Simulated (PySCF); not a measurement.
Species: C6H16NPSi.
Numbering: `[CH3:1][N:2]=[P:3]1([CH2:4][SiH3:5])[CH2:6][CH2:7][CH2:8][CH2:9]1`

Cartesian coordinates in Å at the GFN2-xTB level; atoms count from 1:
```xyz
25
C6H16NPSi angstrom
C      0.8547    2.6950   -0.2476
N      1.1959    1.2972   -0.4156
P      0.2447    0.0957   -0.1134
C      1.1251   -1.4080   -0.5950
Si     2.7788   -1.5166    0.3394
C     -1.4566    0.0150   -0.8945
C     -2.3997   -0.5101    0.1781
C     -1.9231    0.0821    1.5054
C     -0.4323   -0.2151    1.6093
H     -0.0390    2.9937   -0.8059
H      1.6975    3.2727   -0.6317
H      0.7068    2.9727    0.8016
H      0.4772   -2.2640   -0.4013
H      1.3001   -1.3419   -1.6684
H      3.6485   -0.4088   -0.0235
H      2.5179   -1.5437    1.7827
H      3.3833   -2.7983   -0.0472
H     -1.4448   -0.5965   -1.7986
H     -1.7255    1.0352   -1.1850
H     -2.3400   -1.5993    0.2283
H     -3.4361   -0.2363   -0.0275
H     -2.4786   -0.3319    2.3491
H     -2.0807    1.1640    1.4887
H      0.0751    0.4266    2.3319
H     -0.2603   -1.2553    1.8944
```

Probes without a nucleus sit at each ring's centroid and 1 Å off its mean plane on both sides; NICS is minus the shielding there, NICSzz its component along the normal. Level: GIAO PBE0/pcSseg-1 (PySCF, non-relativistic, gas phase) on the GFN2-xTB geometry, one conformer.

Ring bond lengths (Å), with Mayer bond orders in brackets: P3–C6 1.874 (0.87), C6–C7 1.522 (1.02), C7–C8 1.530 (1.02), C8–C9 1.524 (1.03), C9–P3 1.877 (0.85).

Give the NICS values of each ring in ppm.

```json
{"ring": "P3–C6–C7–C8–C9", "type": "5-membered ring with P; formal bonds all single", "NICS(0)": "-5.4", "NICS(1), two faces": "-3.6 / -4.5", "NICS(1)zz, two faces": "-2.1 / -2.8", "rms pucker (Å)": "0.20", "centre to ring atoms, mean (Å)": "1.38"}
```

What do they say, and how far can they be read as aromaticity?

- P3–C6–C7–C8–C9: mean NICS(1)zz -2.4 ppm, near zero. P3, C6, C7, C8, C9 have four or more neighbours; no verdict on aromaticity is drawn.

Give the inner angles of the rings and the Hirshfeld charges of the ring atoms.

- P3–C6–C7–C8–C9: P3 92.7° (+0.400 e), C6 106.5° (-0.119 e), C7 106.6° (-0.071 e), C8 106.8° (-0.070 e), C9 105.0° (-0.120 e); sum 517.5° against 540° for a flat convex ring.

What are the shieldings of the ring atoms and their hydrogens in the same run (means over atoms taken as equivalent)?

| atoms | environment | σ isotropic (ppm) | principal values of the symmetric part, first atom (ppm) |
| --- | --- | --- | --- |
| P3 | phosphorus bonded to 3 C and N | 308.4 | 228.8, 258.6, 437.7 |
| C6 (×2) | sp3 carbon bound to phosphorus | 159.2 | 139.7, 166.1, 176.4 |
| C7 (×2) | ring CH2 carbon | 157.2 | 140.1, 161.2, 173.4 |
| H18 (×2) | methylene hydrogen | 30.50 | 26.5, 28.6, 36.3 |
| H19 (×2) | methylene hydrogen | 29.78 | 25.3, 28.3, 35.3 |
| H20 (×2) | methylene hydrogen | 30.14 | 26.8, 28.2, 36.7 |
| H21 (×2) | methylene hydrogen | 29.95 | 24.5, 26.9, 37.6 |

On one thread of an AMD EPYC 9R14, shared host with 192 logical CPUs at a one-minute load of 26, this took 55 s of wall time (grids of density and orbitals included) and 1.1 GiB of memory at its peak. This is the whole shielding run at PBE0/pcSseg-1, SCF included.
